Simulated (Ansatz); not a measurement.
`[O]=[W]([OH])([F])([Cl])[Cl]` + H–F → `[O]=[W]([F])([F])([Cl])[Cl]` + H₂O at 700 K and 1 bar (ligand exchange at a W–O bond).

Computed with Ansatz on PBE0-D4/def2-TZVP structures; ΔE is electronic, products minus reactants. CCSD(T)/CBS adds triple-zeta CCSD(T) − MP2 to the extrapolated MP2 energy (def2 sets, frozen cores). This one scheme is used for every species. Elements past krypton have def2 core potentials. For W outer-core shells are correlated without core-valence functions, which leaves a few kJ/mol of doubt a bond. Each species was taken in one conformer, which may not be the lowest.

| species | CCSD(T)/CBS energy (Eh) | H − E (kJ/mol) | S (J/(mol·K)) |
| --- | --- | --- | --- |
| `[O]=[W]([OH])([F])([Cl])[Cl]` | -1237.47719 | 134.4 | 501.2 |
| H–F | -100.39570 | 45.2 | 198.5 |
| `[O]=[W]([F])([F])([Cl])[Cl]` | -1261.50180 | 98.6 | 477.4 |
| H₂O | -76.37941 | 80.5 | 218.4 |

H − E and S are ideal-gas, rigid-rotor, harmonic terms from PBE0-D4/def2-TZVP, for one conformer and one mirror image of each species. 1 Eh = 2625.50 kJ/mol, R = 8.31446 J/(mol·K).

Question: By hand: ΔE, ΔH, ΔS and ΔG.

Answer: ΔE = (-1261.50180) + (-76.37941) − (-1237.47719) − (-100.39570) = -0.00832 Eh = -21.8 kJ/mol. Δ(H − E) = 98.6 + 80.5 − 134.4 − 45.2 = -0.5, so ΔH = -22.3 kJ/mol. ΔS = 477.4 + 218.4 − 501.2 − 198.5 = -3.9 J/(mol·K). ΔG = -22.3 − 700 × (-3.9)/1000 = -19.6 kJ/mol.

Question: By hand: the equilibrium constant, and the temperature at which ΔG would vanish if ΔH and ΔS stayed fixed.

Answer: log₁₀ K = −ΔG/(RT ln 10) = 1.5. ΔG = 0 at ΔH/ΔS = 5718 K, far beyond where these terms or the molecules hold.

The number of gas molecules stays the same, so ΔS is small and ΔH decides. A doubt of 5 kJ/mol in ΔE shifts log₁₀ K by 0.4 here. Other conformers and mirror images would add mixing entropy, several J/(mol·K) or more a flexible species. These are equilibria of isolated gas molecules and say nothing of rates. Largest T1 diagnostic: 0.021 (customary marks: 0.02 for closed shells, 0.045 for open ones).
